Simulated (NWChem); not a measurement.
C$_{2}$H$_{8}$AsGa; SMILES [CH3][Ga]([CH3])[AsH2]

```xyz
12

Ga    -0.0018    -0.8076    -0.0037
C      1.7444    -1.7669     0.0371
H      2.1662    -1.7878    -0.9757
H      1.6281    -2.8001     0.3801
H      2.4637    -1.2531     0.6833
C     -1.7313    -1.7956     0.0338
H     -1.7089    -2.6236    -0.6844
H     -2.5873    -1.1532    -0.1897
H     -1.8743    -2.2299     1.0316
As    -0.0058     1.6601     0.0445
H     -1.0689     1.7330    -1.0597
H      1.1478     1.7428    -0.9638
```
Atoms are numbered in this order, from 1.

Program: NWChem. Pople sets run with spherical d functions. Geometry: optimised at B3LYP/6-31G* (spherical d). Ions are spin-unrestricted doublets at the neutral geometry; other ion states weren't tried. Functional: LC-ωPBE (HJS hole) with 6-31G*; rows give the range parameter ω in 1/bohr.

Q: At which range parameter does −ε(HOMO) equal the ΔSCF ionisation energy (optimal tuning)?

A: about 0.30 per bohr, by linear interpolation in these runs:
| range parameter (1/bohr) | vertical ionisation energy, ΔSCF (eV) | −ε(HOMO) (eV) | ΔSCF minus −ε(HOMO) (eV) |
|---|---|---|---|
| 0.20 | 8.48 | 7.95 | 0.53 |
| 0.25 | 8.54 | 8.32 | 0.22 |
| 0.30 | 8.61 | 8.62 | -0.01 |
| 0.35 | 8.66 | 8.87 | -0.21 |
| 0.40 | 8.71 | 9.07 | -0.36 |
